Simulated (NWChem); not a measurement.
Molecule: GeHOCl, singlet; SMILES [OH][Ge][Cl]

```xyz
4

Ge     0.3753     0.5222     0.0000
Cl    -0.1236    -1.6128     0.0000
O     -1.3042     1.1216     0.0000
H     -1.3502     2.0866     0.0000
```
Atoms are numbered in this order, from 1.

All runs: NWChem. Low-valent species are run as closed-shell singlets; no triplet was tried in these runs. Geometry: optimised at PBE0/def2-SVP. Static field.

### Question
Among these, which level gives the highest value of “isotropic polarisability (bohr³)”?
A) PBE/def2-SVPD
B) B3LYP/def2-SVPD
C) BHandHLYP/def2-SVPD

### Answer
A, PBE/def2-SVPD. Values: BHandHLYP/def2-SVPD 49.6; B3LYP/def2-SVPD 51.6; PBE/def2-SVPD 53.3
